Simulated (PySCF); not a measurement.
**From computed data to an observable: entropy of an ideal gas**

ZnBr, SMILES [Br][Zn+], charge +1.

Coordinates come from a PBE0-D3(BJ)/def2-TZVP optimisation. The spin state was assumed, not searched.

PBE0-D3(BJ)/def2-TZVP (PySCF) gives the harmonic wavenumbers 337 cm⁻¹ and the rotational temperature 0.1403 K. The molar mass is 145.28 g/mol, the symmetry number 1, the spin multiplicity 1.

Problem. Work out the entropy at 298.15 K and 1 atm in the rigid-rotor, harmonic-oscillator model.

Solution. 
Translation (Sackur–Tetrode at 1 atm): S = R[1.5 ln M + 2.5 ln T − 1.16487] = 170.8 J/(mol K).
Rotation: q = T/(σ θ) = 2130, S = R[ln q + 1] = 72.0 J/(mol K).
Vibration: with u = 1.4388 ν/T, each mode gives R[u/(e^u − 1) − ln(1 − e^−u)]:
```tsv
ν (cm⁻¹)	modes	u	S (J/(mol K))
337	1	1.63	5.13
```
These are all the modes. Sum 5.1 J/(mol K).
Spin: R ln 1 = 0.0 J/(mol K).
Total 248.0 J/(mol K); the program's own thermochemistry gives 248.0. Translation makes up 69 % and vibration 2 %. Anharmonicity, hindered rotation and orbital degeneracy are left out.
